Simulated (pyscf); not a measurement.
## HO–Hf(OH)(F)–F (SMILES [OH][Hf]([OH])([F])[F]), singlet

Gas-phase minimum from PySCF at ωB97X-D3(BJ)/def2-SVP, one conformer. 

SMILES: [OH][Hf]([OH])([F])[F]
```xyz
7

O     -1.5086    -0.3830    -0.6103
Hf     0.1593     0.4880    -0.2263
O      0.7647     1.5499    -1.7073
F     -0.0563     1.6178     1.3159
F      1.4879    -0.8416     0.1833
H     -2.3369    -0.7885    -0.8584
H      1.0111     2.0618    -2.4750
```
Charge 0, spin multiplicity 1.

Bonded distances (Å): O1–Hf2 1.920, O1–H6 0.955, Hf2–O3 1.920, Hf2–F4 1.924, Hf2–F5 1.924, O3–H7 0.955. Angles (°): Hf2–O1–H6 176.2, O1–Hf2–O3 111.7, O1–Hf2–F4 109.2, O1–Hf2–F5 109.2, O3–Hf2–F4 109.2, O3–Hf2–F5 109.2, F4–Hf2–F5 108.2, Hf2–O3–H7 176.1.

Properties at ωB97X-D3(BJ)/def2-SVP:

```json
{
 "harmonic_wavenumbers_unscaled": "156, 157, 167, 168, 171, 265, 298, 324, 338, 656, 659, 717, 738, 4049, 4053 cm⁻¹",
 "zero_point_energy": "18.5 kcal/mol",
 "rotational_symmetry_number": "2",
 "Entropy of this conformer at 298 K and 1 atm, rigid rotor and harmonic oscillator, modes under 100 cm⁻¹ raised to 100": "366.4 J/(mol K)",
 "dipole_moment": "3.34 D"
}
```

Single-point totals, which compare only within one level:

```
level                   total energy (hartree)
----------------------  ----------------------
ωB97X-D3(BJ)/def2-TZVP              -399.89615
PBE/def2-TZVP                       -399.50876
r²SCAN/def2-TZVP                    -399.70593
B3LYP-D3(BJ)/def2-TZVP              -399.86055
PBE0-D3(BJ)/def2-TZVP               -399.46853
M06-2X/def2-TZVP                    -399.60847
ωB97M-D3(BJ)/def2-TZVP              -399.86178
```

Soft torsions are taken as harmonic, which can shift the entropy by several J/(mol K). Elements past Kr carry the def2 core potentials, without spin-orbit coupling.
